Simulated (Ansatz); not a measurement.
A series at In: from `[Cl][In]([Cl])[Cl]`, ligands are replaced one by one, each step taking up H₂O and setting free HCl; n counts the steps. Ansatz, PBE0-D4/def2-TZVP geometries. Each molecule was computed in one conformer, which needn't be the lowest.

CBS adds triple-zeta CCSD(T) − MP2 to the MP2 limit, frozen cores; atoms without spin–orbit coupling. Elements past krypton have def2 core potentials. Outer-core shells of In are correlated without core-valence functions. Spin–orbit coupling is left out.

```
n              molecule  atomization energy, CCSD(T)/CBS (kJ/mol)
0  `[Cl][In]([Cl])[Cl]`                                    1004.8
1  `[OH][In]([Cl])[Cl]`                                    1450.6
2  `[OH][In]([OH])[Cl]`                                    1893.8
3  `[OH][In]([OH])[OH]`                                         ?
```

Q: By hand: fit a straight line y = ȳ + b (n − n̄) to the 3 given rows and predict n = 3.

A: n̄ = 1.000, ȳ = 1449.73; Σ(n − n̄)(y − ȳ) = 889.00, Σ(n − n̄)² = 2.000, so b = 444.50 kJ/mol a step. Prediction: 1449.73 + (444.50) × (2.000) = 2338.7 kJ/mol.

Q: By hand: compare with the computed value, 2334.2 kJ/mol, and give the steps along the whole series.

A: The line misses by -4.5 kJ/mol (computed minus predicted). Steps: 445.8, 443.2, 440.4 kJ/mol.

The steps differ by at most 5.4 kJ/mol, 1.2 % of a mean step, so the ligands' effects nearly add and a line is close. The miss is 0.3 % of the series' range. The energies themselves are unsure by some kJ/mol a bond, though much of that is common to the series.
